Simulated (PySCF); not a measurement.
CH10FNSi3, SMILES C[Si@H](N[SiH3])[SiH2]F. Heavy atoms are numbered as in [CH3:1][Si@H:2]([NH:3][SiH3:4])[SiH2:5][F:6]. Hydrogens are named by the atom that carries them.

Geometry optimised at B3LYP-D3(BJ)/def2-SVP. The structure was generated by enumeration; whether it is a known compound was not checked. One conformer was computed; it need not be the lowest.

Calculation: PBE0/pcSseg-1 run with PySCF.

GIAO shieldings, no solvent; atoms alike by connectivity are averaged. δ = σ(ref) − σ: ¹³C against TMS (σ = 186.3 ppm); ²⁹Si against TMS (σ = 352.7 ppm); ¹⁵N against NH3 (σ = 267.4 ppm); ¹⁹F against CFCl3 (σ = 167.2 ppm); ¹H against TMS (σ = 31.56 ppm), references at their B3LYP-D3(BJ)/def2-TZVP geometries, non-relativistic.

```json
[
 {"atoms": "C1 (CH3)", "nucleus": "¹³C", "count": "1", "δ (ppm)": "…"},
 {"atoms": "Si5 (SiH2)", "nucleus": "²⁹Si", "count": "1", "δ (ppm)": "4.7"},
 {"atoms": "Si2 (SiH)", "nucleus": "²⁹Si", "count": "1", "δ (ppm)": "…"},
 {"atoms": "Si4 (SiH3)", "nucleus": "²⁹Si", "count": "1", "δ (ppm)": "-47.3"},
 {"atoms": "N3 (NH)", "nucleus": "¹⁵N", "count": "1", "δ (ppm)": "3.1"},
 {"atoms": "F6", "nucleus": "¹⁹F", "count": "1", "δ (ppm)": "-269.1"},
 {"atoms": "H on Si5", "nucleus": "¹H", "count": "2", "δ (ppm)": "…"},
 {"atoms": "H on Si2", "nucleus": "¹H", "count": "1", "δ (ppm)": "…"},
 {"atoms": "H on Si4", "nucleus": "¹H", "count": "3", "δ (ppm)": "4.99"},
 {"atoms": "H on C1", "nucleus": "¹H", "count": "3", "δ (ppm)": "0.48"},
 {"atoms": "H on N3", "nucleus": "¹H", "count": "1", "δ (ppm)": "…"}
]
```

Q: What belongs in the gaps? (The exact figures need the calculation; the answer reports its results.)

A: 
- H on Si5, δ (ppm): 5.80
- H on Si2, δ (ppm): 5.24
- C1 (CH3), δ (ppm): 3.6
- Si2 (SiH), δ (ppm): -22.9
- H on N3, δ (ppm): -0.11
